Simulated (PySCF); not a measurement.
Delta-SCF ions had no search for a lower state. Excitations are Tamm–Dancoff values on a coarser integration grid. The basis has no diffuse functions, so Rydberg states are missing or too high.

# C$_{4}$H$_{3}$N, SMILES `c12c(=N)c1C2` (charge 0, multiplicity 1)

The numbers are results of M06-2X/def2-TZVP // B3LYP-D3(BJ)/def2-TZVP (PySCF), not measurements.

```yaml
HOMO: -8.28 eV
dipole_moment: 3.43 D
HOMO–LUMO gap: 7.47 eV
LUMO: -0.82 eV
S1 excitation (TDA): 4.54 eV
S1 oscillator strength: 0.000
T1 excitation (TDA): 3.33 eV
S1–T1 gap (TDA): 1.21 eV
vertical ionisation energy (Delta-SCF): 9.46 eV
total_energy: -5681.00 eV
cost: roughly 11 core-minutes
```

```xyz
8

N      2.2271    -0.3665    -0.0740
C      0.9909    -0.1801    -0.0432
C     -0.1475     0.5923     0.3270
C     -0.2594    -0.6916    -0.4114
C     -1.4615     0.0579    -0.0550
H      2.7601     0.3683     0.3775
H     -2.1016    -0.3408     0.7296
H     -2.0080     0.5605    -0.8505
```
Charge 0, spin multiplicity 1.
